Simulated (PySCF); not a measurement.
diiodomethane (CH2I2), singlet, geometry from GFN2-xTB (core potentials on I); SCAN/def2-SV(P) in PySCF.

Here is a job for PySCF.
```python
from pyscf import gto, scf, dft

mol = gto.M(
    atom='''
I    -1.80131757    0.10352545    0.01056948
C    -0.00641288   -1.07119395    0.02814670
I     1.80242387    0.08126803   -0.01542511
H    -0.00348778   -1.66000468    0.93782473
H    -0.01666866   -1.70688575   -0.84935629
''',
    basis='def2-sv(p)',
    ecp={'I': 'def2-sv(p)'},
    verbose=4,
)

mf = dft.RKS(mol)
mf.xc = 'scan'
mf.small_rho_cutoff = 0
mf.kernel()
```

What does PySCF print? Leave out banner, timings and long lists.


```
PySCF version 2.14.0

[INPUT] verbose = 4
[INPUT] num. atoms = 5
[INPUT] num. electrons = 58
[INPUT] charge = 0
[INPUT] spin (= nelec alpha-beta = 2S) = 0
[INPUT] symmetry False subgroup None
[INPUT] Mole.unit = angstrom
[INPUT] Symbol           X                Y                Z      unit          X                Y                Z       unit  Magmom
[INPUT]  1 I     -1.801317570000   0.103525450000   0.010569480000 AA   -3.403996870667   0.195634747422   0.019973422479 Bohr   0.0
[INPUT]  2 C     -0.006412880000  -1.071193950000   0.028146700000 AA   -0.012118586870  -2.024263191791   0.053189554310 Bohr   0.0
[INPUT]  3 I      1.802423870000   0.081268030000  -0.015425110000 AA    3.406087474679   0.153574319383  -0.029149233341 Bohr   0.0
[INPUT]  4 H     -0.003487780000  -1.660004680000   0.937824730000 AA   -0.006590948983  -3.136954210696   1.772231892544 Bohr   0.0
[INPUT]  5 H     -0.016668660000  -1.706885750000  -0.849356290000 AA   -0.031499202263  -3.225546593423  -1.605050770277 Bohr   0.0

nuclear repulsion = 191.649430904225
number of shells = 30
number of NR pGTOs = 154
number of NR cGTOs = 70
basis = def2-sv(p)
ecp = {'I': 'def2-sv(p)'}

******** <class 'pyscf.dft.rks.RKS'> ********
method = RKS
initial guess = minao
damping factor = 0
level_shift factor = 0
DIIS = <class 'pyscf.scf.diis.CDIIS'>
diis_start_cycle = 1
diis_space = 8
diis_damp = 0
SCF conv_tol = 1e-09
SCF conv_tol_grad = None
SCF max_cycles = 50
direct_scf = True
direct_scf_tol = 1e-13
XC library pyscf.dft.libxc version 7.1.2
    S. Lehtola, C. Steigemann, M. J. T. Oliveira, and M. A. L. Marques,  SoftwareX 7, 1–5 (2018)
XC functionals = scan
    J. Sun, A. Ruzsinszky, and J. P. Perdew,  Phys. Rev. Lett. 115, 036402 (2015)
    J. Sun, A. Ruzsinszky, and J. P. Perdew,  Phys. Rev. Lett. 115, 036402 (2015)
radial grids:
    Treutler-Ahlrichs [JCP 102, 346 (1995); DOI:10.1063/1.469408] (M4) radial grids

becke partition: Becke, JCP 88, 2547 (1988); DOI:10.1063/1.454033
pruning grids: <function nwchem_prune>
grids dens level: 3
symmetrized grids: False
atomic radii adjust function: <function treutler_atomic_radii_adjust>
small_rho_cutoff = 0
Set gradient conv threshold to 3.16228e-05
Initial guess from minao.
tot grids = 77656
init E= -572.382647572907
  HOMO = -1.20054047574066  LUMO = -1.09004246930182  gap/eV = 3.00680
cycle= 1 E= -631.664951638156  delta_E= -59.3  |g|= 4.33  |ddm|= 11.8
  HOMO = 0.0490489667290072  LUMO = 0.0694801370463836  gap/eV = 0.55596
cycle= 2 E= -626.627236063726  delta_E= 5.04  |g|= 5.02  |ddm|= 16.8
  HOMO = 0.00131432480531934  LUMO = 0.100687993644497  gap/eV = 2.70410
cycle= 3 E= -633.221952866544  delta_E= -6.59  |g|= 1.95  |ddm|= 14.7
  HOMO = -0.268047130206872  LUMO = -0.159977544308068  gap/eV = 2.94072
cycle= 4 E= -634.394359868638  delta_E= -1.17  |g|= 1.25  |ddm|= 3.47
  HOMO = -0.207871306223977  LUMO = -0.0772557114488155  gap/eV = 3.55423
cycle= 5 E= -634.822799834747  delta_E= -0.428  |g|= 0.279  |ddm|= 1.26
  HOMO = -0.238609795234021  LUMO = -0.102483256490357  gap/eV = 3.70419
cycle= 6 E= -634.843939871802  delta_E= -0.0211  |g|= 0.135  |ddm|= 0.51
  HOMO = -0.237651253278878  LUMO = -0.0957471756459487  gap/eV = 3.86141
cycle= 7 E= -634.849222481046  delta_E= -0.00528  |g|= 0.0355  |ddm|= 0.194
  HOMO = -0.237230522252771  LUMO = -0.0945825623347822  gap/eV = 3.88165
cycle= 8 E= -634.849667140636  delta_E= -0.000445  |g|= 0.00403  |ddm|= 0.0539
  HOMO = -0.237408827856438  LUMO = -0.0946871636210993  gap/eV = 3.88365
cycle= 9 E= -634.849672698573  delta_E= -5.56e-06  |g|= 0.000263  |ddm|= 0.0062
  HOMO = -0.237411133967313  LUMO = -0.0946625055174461  gap/eV = 3.88439
cycle= 10 E= -634.84967271343  delta_E= -1.49e-08  |g|= 0.000131  |ddm|= 0.000426
  HOMO = -0.23740345552506  LUMO = -0.0946628951751389  gap/eV = 3.88417
cycle= 11 E= -634.849672718757  delta_E= -5.33e-09  |g|= 3.21e-05  |ddm|= 0.000197
  HOMO = -0.237403825255063  LUMO = -0.0946642122703789  gap/eV = 3.88414
cycle= 12 E= -634.849672719123  delta_E= -3.66e-10  |g|= 5.95e-06  |ddm|= 7.09e-05
  HOMO = -0.237404811048304  LUMO = -0.0946651374562002  gap/eV = 3.88414
Extra cycle  E= -634.849672719113  delta_E= 1.02e-11  |g|= 7.35e-06  |ddm|= 2.67e-05
converged SCF energy = -634.849672719113
```
